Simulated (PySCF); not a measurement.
All values below come from B3LYP-D3(BJ)/def2-TZVP (PySCF). Gas-phase values, no solvent. One relaxed conformer stands for a flexible species; it need not be the lowest. B3LYP has the VWN-RPA correlation part, as in Gaussian. Delta-SCF ions had no search for a lower state. Excitations are Tamm–Dancoff values on a coarser integration grid. The basis has no diffuse functions, so Rydberg states are missing or too high.

Reference species (SMILES): `CBBO` (C–B–B–O torsion -95°, B–B–O–H torsion 0°) (neutral, multiplicity 1).

```yaml
S1–T1 gap (TDA): 0.70 eV
vertical ionisation energy (Delta-SCF): 9.81 eV
LUMO: -1.67 eV
```

After one change: the S1–T1 gap (TDA) rises by 0.07 eV; the vertical ionisation energy (Delta-SCF) rises by 0.25 eV; the LUMO drops by 0.41 eV.

### Question
Name the change that produced these shifts. The new species is one of these.
A) `BBCO`
B) `BCBO`
C) `BOBC`
D) `BBOC`

### Answer
D, `BBOC`
